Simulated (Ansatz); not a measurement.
`Sc1ccc(-c2ccc(-c3ccc(-c4ccc(S)[se]4)[se]3)[se]2)[se]1` with charge -1. Total charge -1; doublet. Geometry PBE-D4/def2-SVP, that of the neutral singlet; atoms count from 1.

```xyz
32

S    -1.063   -0.564    8.995
C    -1.210   -0.274    7.266
C    -2.229    0.335    6.552
C    -2.025    0.397    5.145
C    -0.843   -0.156    4.665
C    -0.358   -0.249    3.317
C     0.813   -0.838    2.842
C     1.023   -0.767    1.444
C     0.034   -0.117    0.706
C    -0.038    0.112   -0.707
C    -1.025    0.765   -1.444
C    -0.814    0.837   -2.842
C     0.356    0.245   -3.318
C     0.842    0.155   -4.665
C     2.025   -0.397   -5.145
C     2.233   -0.330   -6.551
C     1.214    0.280   -7.266
S     1.071    0.578   -8.993
Se   -0.177    0.845   -6.119
Se    1.333   -0.503   -1.871
Se   -1.338    0.494    1.870
Se    0.177   -0.846    6.119
H    -2.219    0.076    9.330
H    -3.130    0.737    7.039
H    -2.763    0.854    4.468
H     1.528   -1.331    3.519
H     1.913   -1.198    0.960
H    -1.913    1.199   -0.961
H    -1.526    1.333   -3.519
H     2.763   -0.854   -4.467
H     3.135   -0.728   -7.037
H     2.210   -0.091   -9.332
```

Single mean-field runs in def2-TZVP are fitted with def2-universal-jkfit.

Q: Estimate the Mulliken populations of the heavy atoms from the PBE0/def2-TZVP orbitals of Ansatz.

A: 
```
atom  charge (e)  spin (α − β)
  S1       -0.22          0.02
  C2       -0.02          0.14
  C3       -0.20         -0.08
  C4       -0.22          0.16
  C5       -0.06         -0.05
  C6        0.00          0.14
  C7       -0.16         -0.03
  C8       -0.21          0.08
  C9       -0.02          0.04
 C10       -0.02          0.04
 C11       -0.21          0.08
 C12       -0.16         -0.03
 C13        0.00          0.14
 C14       -0.06         -0.05
 C15       -0.22          0.16
 C16       -0.20         -0.08
 C17       -0.02          0.14
 S18       -0.22          0.02
Se19        0.06          0.03
Se20        0.02          0.07
Se21        0.02          0.07
Se22        0.06          0.03
```
Mulliken values depend strongly on the basis.

Q: Where does the spin sit?

A: Summed by element: S 0.03, C 0.79, Se 0.20, H -0.02, of 1 unpaired in all. Largest on single atoms: C4 0.16, C15 0.16, C6 0.14.

Q: And the Mayer bond orders between heavy atoms (over 0.3)?

A: S1–C2 1.07 (1.76 Å); C2–C3 1.58 (1.39 Å); C2–Se22 1.11 (1.89 Å); C3–C4 1.30 (1.42 Å); C4–C5 1.44 (1.39 Å); C5–C6 1.13 (1.44 Å); C5–Se22 1.19 (1.91 Å); C6–C7 1.33 (1.39 Å); C6–Se21 1.16 (1.90 Å); C7–C8 1.39 (1.42 Å); C8–C9 1.32 (1.39 Å); C9–C10 1.19 (1.43 Å); C9–Se21 1.18 (1.90 Å); C10–C11 1.32 (1.39 Å); C10–Se20 1.18 (1.90 Å); C11–C12 1.39 (1.42 Å); C12–C13 1.33 (1.39 Å); C13–C14 1.13 (1.44 Å); C13–Se20 1.16 (1.90 Å); C14–C15 1.44 (1.39 Å); C14–Se19 1.19 (1.91 Å); C15–C16 1.30 (1.42 Å); C16–C17 1.58 (1.39 Å); C17–S18 1.07 (1.76 Å); C17–Se19 1.11 (1.89 Å).
